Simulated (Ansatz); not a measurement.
A run on `ClC(Cl)[CH2][GaH2]` with other settings.

```yaml
crystal:
  periodic: [false, false, false]
  atoms:
    - {symbol: Cl, position_ang: [-1.406337, -0.970824, 1.685408]}
    - {symbol: C, position_ang: [-0.040936, -1.081311, 0.569224]}
    - {symbol: Cl, position_ang: [1.430330, -0.331218, 1.345445]}
    - {symbol: C, position_ang: [-0.286969, -0.350324, -0.718755]}
    - {symbol: Ga, position_ang: [0.229228, 1.553706, -0.340039]}
    - {symbol: H, position_ang: [0.207075, -2.137132, 0.487302]}
    - {symbol: H, position_ang: [0.390554, -0.746545, -1.479658]}
    - {symbol: H, position_ang: [-1.313960, -0.507805, -1.050519]}
    - {symbol: H, position_ang: [-0.596632, 2.390687, 0.693798]}
    - {symbol: H, position_ang: [1.387647, 2.180758, -1.192216]}
basis:
  gaussian: {orbitals: def2-TZVPD}
hamiltonian: {xc: {name: B2PLYP}}
accuracy: high
```

```sh
$ ansatz run in.yaml --threads 4 --pin off --events-out ev --progress --plain --max-ram 10444MiB
```

It prints (some lines left out):

```
Functional definition: B2PLYP
4321 factors; integrals over basis functions are off by at most 4.5e-9 eV
mean field evaluation 1: about -79548.5595 eV, gradient 4.1e1 eV
mean field evaluation 2: about -79548.6654 eV, gradient 4.1e1 eV
mean field evaluation 4: about -79552.2380 eV, gradient 5.2e0 eV
mean field evaluation 8: about -79552.2921 eV, gradient 4.6e-1 eV
mean field evaluation 16: about -79552.2926 eV, gradient 1.6e-4 eV
mean field -79552.29256996 eV, -2923.4928294654 hartree, gradient 7.0e-8 eV, S^2 0.000000; 0 other end points of the search recorded, 0 dependent functions left out
21 core orbitals not correlated: weight in the atoms' cores, before any rotation towards them, 1.000 or more for the frozen orbitals, at most 0.000 for the correlated occupied ones
reference -79552.29260043 eV, -2923.4928305851 hartree; 20, 20 occupied and 224, 224 virtual orbitals, 4321 factors
second order -31.73548876 eV of doubles, -0.00000000 eV of singles
Total energy: -79560.86118239 eV, -2923.8077201644 hartree
```

Hardware: 4 threads of an Arm Neoverse V1 on a shared host. Wall time 41 s, peak host memory 2.2 GiB.
